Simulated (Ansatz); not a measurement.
C$_{3}$H$_{10}$B$_{3}$O$_{3}$ (SMILES CB1OB(C)[OH+]B(C)O1), charge +1, singlet, at a GFN2-xTB geometry; BLYP/STO-3G (Ansatz, a first-principles code).

The Ansatz input:
Ansatz 0.2 input:
```yaml
crystal:
  periodic: [false, false, false]
  atoms:
    - {symbol: C, position_ang: [1.55017480, 2.52376653, 0.43186327]}
    - {symbol: B, position_ang: [0.74441431, 1.20639358, 0.21146577]}
    - {symbol: O, position_ang: [-0.63297883, 1.19769932, 0.08470926]}
    - {symbol: B, position_ang: [-1.40764061, 0.15281059, -0.10721144]}
    - {symbol: C, position_ang: [-2.96598204, 0.14797066, -0.23653381]}
    - {symbol: O, position_ang: [-0.69256398, -1.12749516, -0.19046388]}
    - {symbol: B, position_ang: [0.76911319, -1.19419293, -0.06915601]}
    - {symbol: C, position_ang: [1.46627084, -2.58911906, -0.18322750]}
    - {symbol: O, position_ang: [1.35348684, -0.03089726, 0.11833668]}
    - {symbol: H, position_ang: [1.62532102, 3.08286401, -0.50051865]}
    - {symbol: H, position_ang: [2.56270630, 2.34106553, 0.77664846]}
    - {symbol: H, position_ang: [1.05399689, 3.19003835, 1.13286680]}
    - {symbol: H, position_ang: [-3.43049075, 0.35078071, 0.72812695]}
    - {symbol: H, position_ang: [-3.30896210, 0.94805819, -0.88868509]}
    - {symbol: H, position_ang: [-3.38149943, -0.78580665, -0.60502846]}
    - {symbol: H, position_ang: [-1.19421256, -1.94211873, -0.32808476]}
    - {symbol: H, position_ang: [0.78690927, -3.43516332, -0.12737374]}
    - {symbol: H, position_ang: [2.22242057, -2.71480915, 0.58851612]}
    - {symbol: H, position_ang: [2.00804252, -2.67012884, -1.12522737]}
basis:
  gaussian:
    orbitals: STO-3G
hamiltonian:
  xc: blyp
total_charge: 1
accuracy: high
```

Question: What does Ansatz print? Leave out banner, timings and long lists.

Answer: 
```
Functional definition: BLYP
1273 factors; integrals over basis functions are off by at most 3.7e-8 eV
mean field evaluation 1: about -11291.4534 eV, gradient 3.2e1 eV
mean field evaluation 2: about -11283.7300 eV, gradient 6.6e1 eV
mean field evaluation 4: about -11294.3701 eV, gradient 2.1e0 eV
mean field evaluation 8: about -11294.1513 eV, gradient 4.9e-2 eV
mean field evaluation 16: about -11294.1513 eV, gradient 2.2e-6 eV
mean field -11294.15129498 eV, -415.0524046399 hartree, gradient 5.5e-8 eV, S^2 0.000000; 0 other end points of the search recorded, 0 dependent functions left out
reference -11294.15136461 eV, -415.0524071987 hartree; 33, 33 occupied and 22, 22 virtual orbitals, 1273 factors
Total energy: -11294.15136461 eV, -415.0524071987 hartree
```
